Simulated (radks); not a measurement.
Initial-state core-level shifts of the gold ion Au3+ when its valence configuration changes from [Xe] 4f14 5d8. All-electron calculation, Dirac Kohn-Sham, LDA (Slater exchange, Perdew-Wang correlation), spin-unpolarised, spherical densities, finite nucleus; open shells are shared between the two j in proportion to 2j + 1; Fermi nuclear charge, rms radius 5.4371 fm. Program: a radial shooting solver on a logarithmic mesh with Libxc functionals. Shifts are changes of the shell-averaged eigenvalues in eV (positive: less bound); the change of the density at the nucleus, which sets a Mossbauer isomer shift, is in e/bohr^3, on a base of 2.134e+06.

[
 {"valence": "4f14 5d7 6p1", "1s": "-5.794", "3s": "-5.890", "3d": "-5.913", "4p": "-5.830", "density at nucleus": "+24.1"},
 {"valence": "4f13.5 5d8 6s0.5", "1s": "-8.443", "3s": "-10.105", "3d": "-10.013", "4p": "-8.678", "density at nucleus": "+207.4"},
 {"valence": "4f13 5d8 6s1", "1s": "-17.110", "3s": "-20.484", "3d": "-20.300", "4p": "-17.528", "density at nucleus": "+426.6"},
 {"valence": "4f14 5d5 6s2 6p1", "1s": "-14.665", "3s": "-15.002", "3d": "-15.090", "4p": "-14.769", "density at nucleus": "+618.2"},
 {"valence": "4f14 5d7 6s1", "1s": "-4.201", "3s": "-4.323", "3d": "-4.348", "4p": "-4.262", "density at nucleus": "+262.0"},
 {"valence": "4f14 5d6 6p2", "1s": "-11.699", "3s": "-11.892", "3d": "-11.943", "4p": "-11.754", "density at nucleus": "+51.8"},
 {"valence": "4f13 5d7 6p2", "1s": "-24.764", "3s": "-28.213", "3d": "-28.054", "4p": "-25.165", "density at nucleus": "+210.6"},
 {"valence": "4f12.5 5d8 6s1.5", "1s": "-25.999", "3s": "-31.133", "3d": "-30.855", "4p": "-26.545", "density at nucleus": "+658.4"},
 {"valence": "4f12 5d8 6s2", "1s": "-35.107", "3s": "-42.046", "3d": "-41.675", "4p": "-35.722", "density at nucleus": "+903.4"}
]
